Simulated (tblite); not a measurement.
Species: C₄H₄ClP₃.
SMILES with atom numbers: `[CH3:1][c:2]1[p:3][cH:4][p:5][c:6]([Cl:7])[p:8]1` (hydrogens: H9, H10, H11 on C1; H12 on C4)

Structure used (GFN2-xTB), in Å, numbered top down from 1:
```
atom  x, y, z in Å
C1     2.224    0.140    0.247
C2     0.725    0.020    0.100
P3     0.087   -1.532    0.570
C4    -1.620   -1.463    0.306
P5    -2.740   -0.282   -0.273
C6    -1.725    1.087   -0.626
Cl7   -2.636    2.450   -1.239
P8    -0.031    1.465   -0.518
H9     2.502    1.100    0.682
H10    2.707    0.069   -0.728
H11    2.618   -0.658    0.875
H12   -2.110   -2.396    0.577
```

All values are computed: GFN2-xTB (tblite) harmonic vibrations without scaling, gas phase. Errors from tens to a few hundred cm⁻¹ against measured bands are possible. The optimisation stopped once no atom felt more than 0.01 eV/Å.

Lowest wavenumbers of the output (negative numbers stand for imaginary wavenumbers):
```
mode    cm-1
  1     -36.7
  2      69.7
  3      90.0
  4     175.3
  5     232.8
  6     242.6
  7     293.9
  8     306.1
  9     353.8
 10     373.8
 11     454.2
 12     541.3
 13     604.9
 14     735.0
 15     749.4
```

**Question.** Is this structure a minimum?

**Answer.** Not by this Hessian. 1 mode is imaginary beyond 20i (37i cm⁻¹), so at this level the point lies at or near a first-order saddle. The curvature is small, so loose convergence or finite differences may be the whole cause.

**Question.** Which atoms move in the imaginary mode?

**Answer.** 37i: H9 (methyl hydrogen) 36 %, H10 (methyl hydrogen) 34 %, H11 (methyl hydrogen) 27 %. These are shares of the mass-weighted motion.

**Question.** What is the remedy?

**Answer.** Step along that mode in both directions, optimise again with tighter thresholds and repeat the frequencies. The zero-point energy of this point (42.5 kcal/mol) counts the 29 real modes alone, and thermal corrections from it aren't those of a minimum.
